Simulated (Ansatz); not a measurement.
H3FMgSi (SMILES [F][Mg][SiH3]), singlet, at a GFN2-xTB geometry (such geometries of metal compounds can be far from the true shape); PBE/cc-pV(Q+d)Z run with Ansatz (a program for electronic structure).

Here is a job for Ansatz.
Ansatz 0.2 input:
```yaml
crystal:
  periodic: [false, false, false]
  atoms:
    - {symbol: Mg, position_ang: [0.21045915, 0.54377602, -0.69952378]}
    - {symbol: F, position_ang: [-1.07190079, 1.58551365, -1.16822991]}
    - {symbol: Si, position_ang: [0.41710594, -1.15496724, 1.03910396]}
    - {symbol: H, position_ang: [0.41527161, -2.53893250, 0.52594616]}
    - {symbol: H, position_ang: [-0.74674673, -1.03809700, 1.93953419]}
    - {symbol: H, position_ang: [1.61358937, -1.04836435, 1.89541859]}
basis:
  gaussian:
    orbitals: cc-pV_Q+d_Z.json
hamiltonian:
  xc: pbe
```
The basis file holds cc-pV(Q+d)Z in the JSON format of the Basis Set Exchange.

Task: What does Ansatz print? Leave out banner, timings and long lists.

Result: 
```
Functional definition: PBE
1060 factors; their error is unknown
mean field evaluation 1: about -16075.2918 eV, gradient 5.3e1 eV
mean field evaluation 2: about -15997.1909 eV, gradient 2.0e2 eV
mean field evaluation 4: about -16080.2970 eV, gradient 1.4e1 eV
mean field evaluation 8: about -16080.9068 eV, gradient 3.1e-2 eV
mean field evaluation 16: about -16080.8773 eV, gradient 4.1e-5 eV
mean field -16080.87732794 eV, -590.9613417916 hartree, gradient 4.1e-5 eV, S^2 0.000000; 0 other end points of the search recorded, 0 dependent functions left out
reference -16080.87738959 eV, -590.9613440574 hartree; 19, 19 occupied and 254, 254 virtual orbitals, 1060 factors
Total energy: -16080.87738959 eV, -590.9613440574 hartree
```
